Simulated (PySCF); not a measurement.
## How the method moves the HOMO and LUMO of `N[Si@@H]([SiH3])[SiH2]O`

H₉NOSi₃.
Structure used (PBE0-D3(BJ)/def2-SVP), in Å, numbered top down from 1:
```xyz
14
H9NOSi3 angstrom
N     -1.3366   -1.8573    0.1161
Si    -0.4619   -0.5346   -0.6141
Si    -1.2414    1.6447   -0.1522
Si     1.7326   -0.5901    0.2031
O      2.2007    1.0189    0.2055
H     -1.3233   -1.9270    1.1288
H     -2.2702   -2.0584   -0.2287
H     -0.5000   -0.7364   -2.0978
H     -2.7059    1.7589   -0.4583
H     -1.0636    1.9589    1.3012
H     -0.5141    2.6710   -0.9612
H      2.6698   -1.4327   -0.6090
H      1.7387   -1.1606    1.5941
H      3.0668    1.2301    0.5655
```

Basis pcSseg-1 throughout (PySCF), one geometry. Geometry: PBE0-D3(BJ)/def2-SVP, one conformer, isolated molecule.

Problem. How do the orbital energies, the gap and the dipole change with the method?

Solution. 
| method | kind | HOMO (eV) | LUMO (eV) | gap (eV) | μ (D) | SCF cycles |
| --- | --- | --- | --- | --- | --- | --- |
| BLYP | GGA | -5.45 | -1.22 | 4.23 | 1.41 | 15 |
| B97-D | GGA | -5.59 | -1.22 | 4.37 | 1.39 | 14 |
| OPBE | GGA | -5.60 | -1.21 | 4.38 | 1.38 | 14 |
| PBE | GGA | -5.60 | -1.39 | 4.21 | 1.41 | 15 |
| KT2 | GGA | -5.69 | -1.55 | 4.14 | 1.38 | 15 |
| LDA | LDA | -5.70 | -1.60 | 4.10 | 1.44 | 14 |
| KT3 | GGA | -5.70 | -1.42 | 4.28 | 1.36 | 15 |
| BP86 | GGA | -5.71 | -1.44 | 4.28 | 1.41 | 15 |
| B3LYP | global hybrid | -6.59 | -0.74 | 5.85 | 1.41 | 13 |
| HF | Hartree–Fock | -9.52 | 2.61 | 12.13 | 1.43 | 10 |

The HOMO spans 4.07 eV, from BLYP down to HF, and the gap runs from 4.10 eV (LDA) to 12.13 eV (HF). Over the methods BLYP (0 %), B97-D (0 %), OPBE (0 %), PBE (0 %), KT2 (0 %), LDA (0 %), KT3 (0 %), BP86 (0 %), B3LYP (20 %), HF (100 %), a straight line through the gap against the share of exact exchange rises by 0.79 eV for each 10 % (correlation coefficient 0.999). The dipole ranges from 1.36 D (KT3) to 1.44 D (LDA). This basis has no diffuse functions.
